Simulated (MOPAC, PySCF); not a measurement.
H3NSi, SMILES `N[SiH]` (lower singlet), neutral singlet in the gas phase. This singlet lies 1.81 eV below the relaxed triplet at the level composite: frozen-core CCSD(T) with HF/cc-pVQZ and the correlation energy extrapolated as X^-3 from cc-pVTZ and cc-pVQZ, plus CCSDT(Q) minus CCSD(T) in cc-pVDZ // PBE0-D3(BJ)/def2-TZVP (Ansatz).

Cartesian coordinates (Å):
SMILES: N[SiH]
```xyz
5

N     -0.5623    -0.0405     0.0027
Si     0.9501    -0.8258     0.1002
H     -1.4292    -0.5521     0.0589
H     -0.7137     0.9492    -0.1132
H      1.7551     0.4692    -0.0485
```
Charge 0, spin multiplicity 1.

All levels are single points at this geometry (PBE0-D3(BJ)/def2-TZVP); Pople sets use spherical d functions. Orbital energies aren't observables, and empty levels follow the basis.

B3LYP/6-311+G** in PySCF gives gap (eV) = 4.43.

Estimate the gap (eV) from each of these levels: PBE0-D3(BJ)/def2-TZVP in PySCF; B3LYP/3-21G in PySCF; B3LYP/LANL2DZ in PySCF; M06-2X/6-31G* in PySCF; SVWN5/6-31G* in PySCF; HF/3-21G in PySCF; HF/6-31G* in PySCF; HF/STO-3G in PySCF; AM1 in MOPAC; PM3 in MOPAC; PM6 in MOPAC; PM7 in MOPAC.


```
level                           gap (eV)
------------------------------  --------
PBE0-D3(BJ)/def2-TZVP in PySCF      4.84
B3LYP/3-21G in PySCF                4.50
B3LYP/LANL2DZ in PySCF              4.35
M06-2X/6-31G* in PySCF              6.79
SVWN5/6-31G* in PySCF               2.86
HF/3-21G in PySCF                  10.55
HF/6-31G* in PySCF                 10.53
HF/STO-3G in PySCF                 13.40
AM1 in MOPAC                        7.32
PM3 in MOPAC                        6.91
PM6 in MOPAC                        6.72
PM7 in MOPAC                        9.19
```
